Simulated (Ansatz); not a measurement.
Reaction (formal exchange of groups at the Se–Si bond): `Cl[SiH2][SeH]` + `CSC` → `CSC[SeH]` + `[SiH3]Cl`

Gas-phase electronic energies from Ansatz, PBE0-D4/def2-TZVP geometries. CCSD(T)/CBS adds triple-zeta CCSD(T) − MP2 to the extrapolated MP2 energy (def2 sets, frozen cores). This one scheme is used for every species. For Se outer-core shells are correlated without core-valence functions, which leaves a few kJ/mol of doubt a bond. Scalar relativity is left out up to krypton. One conformer a species, not always the lowest.

```
             level  ΔE (kJ/mol)
   CCSD/def2-TZVPP         99.1
SCS-MP2/def2-QZVPP         98.9
```

**Question.** What does CCSD(T)/CBS give? (Estimate.)

**Answer.** The calculation gave: +101.9 kJ/mol. The listed levels differ from it by -2.8, -3.0 kJ/mol.

Largest T1 diagnostic among the species: 0.010.

In def2-TZVPP, CCSD(T) changes the Hartree–Fock value by −11.9 kJ/mol (the triples alone add −2.3 kJ/mol) and MP2 by −10.8 kJ/mol. From PBE to PBE0 (25 % exact exchange), in def2-TZVPP and without D4, ΔE moves by +4.6 kJ/mol.
